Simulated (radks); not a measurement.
Values are calculated unless marked as measured or tabulated.
Task: Species: Au2+. Configuration: [Xe] 4f14 5d9. Level of theory: Dirac Kohn-Sham, BLYP, spin-unpolarised, spherical densities, finite nucleus; open shells are shared between the two j in proportion to 2j + 1; Fermi nuclear charge, rms radius 5.4371 fm (a radial shooting solver on a logarithmic mesh with Libxc functionals).

Spin-orbit splittings of the eigenvalues, e(l+1/2) - e(l-1/2), with zeta = 2 splitting/(2l+1) and mean radii in bohr:

shell  occ.  splitting (eV)  zeta (eV)  <r> j=l-1/2  <r> j=l+1/2
2p        6               ?          ?      0.05798      0.06653
3p        6           405.1      270.1       0.1736       0.1893
3d       10           87.09      34.83       0.1648       0.1696
4p        6           97.19      64.79       0.4094       0.4434
4d       10           18.10      7.240       0.4519       0.4631
4f       14           3.813      1.089       0.4952       0.5022
5p        6           16.64      11.09        1.001        1.098
5d        9           1.703     0.6812        1.471        1.526
6p        0           1.560      1.040        2.926        3.187

Estimate the 2p splitting.

Result: 1836 eV (zeta = 1224 eV).
